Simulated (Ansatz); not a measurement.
Relaxation of Cl₃FH₂Hf (7 atoms, charge 0, multiplicity 1), to a largest force component of 0.03 eV/Å in at most 50 steps.

The calculation used RKS CAM-B3LYP/def2-SVP (Ansatz).

```xyz
7
Properties=species:S:1:pos:R:3:forces:R:3
Hf 0.156 0.000 -0.090 0.01 0.00 1.10
F 0.163 0.000 1.850 0.24 0.00 -1.11
Cl 2.388 0.000 -0.773 -0.06 0.00 0.01
Cl -0.861 1.928 -0.934 0.02 -0.02 0.00
Cl -0.861 -1.928 -0.934 0.02 0.02 0.00
H -2.543 0.000 1.327 -1.46 0.00 -1.06
H -1.963 0.000 1.753 1.22 0.00 1.05
```

Where does it end, and by what steps?

It converged. After 4 steps the energy has fallen by 0.106 eV; H7 moved furthest, 0.38 Å.

| step | energy less start (eV) | largest force component (eV/Å) | accepted |
| --- | --- | --- | --- |
| 0 | 0.0000 | 1.458 | yes |
| 1 | -0.0962 | 0.118 | yes |
| 2 | -0.1035 | 0.124 | yes |
| 3 | -0.1059 | 0.054 | yes |
| 4 | -0.1061 | 0.016 | yes |

```xyz
7
Properties=species:S:1:pos:R:3
Hf 0.297 0.000 -0.145
F 0.339 0.000 1.747
Cl 2.506 0.000 -0.901
Cl -0.773 1.930 -0.916
Cl -0.773 -1.930 -0.916
H -2.823 0.000 1.390
H -2.294 0.000 1.939
```

Whether the end is a true minimum wasn't checked by a vibrational analysis.

The run took 15 s on 4 threads of Arm Neoverse V2, with other jobs on the host, peak memory 0.32 GiB.
